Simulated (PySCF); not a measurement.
Stepwise substitution at one centre (Ge OCH3-I). All species are isolated molecules in the gas phase. One relaxed conformer stands for each flexible species; it need not be the lowest. Strings in code marks are SMILES.

The LUMO from two functionals at the same geometries (PBE0-D3(BJ)/def2-SVP), both in PySCF: PBE-D3(BJ)/def2-TZVP and M06-2X/def2-TZVP. 

```csv
species,PBE-D3(BJ)/def2-TZVP (eV),M06-2X/def2-TZVP (eV)
"2 of 4 OCH3 replaced by I (`C[O][Ge]([I])([I])[O]C` (C–O–Ge–I torsion -63°, I–Ge–O–C torsion -178°))",-2.89,-1.14
3 of 4 OCH3 replaced by I (`C[O][Ge]([I])([I])[I]` (C–O–Ge–I torsion 180°)),-3.57,-1.95
4 of 4 OCH3 replaced by I (`[I][Ge]([I])([I])[I]`),-4.11,-2.58
```

Over these rows, drawn at random from the members with no instability flagged (it was tested for open shells, ions and some series alone), PBE minus M06-2X: mean -1.64 eV, from -1.75 eV to -1.54 eV.
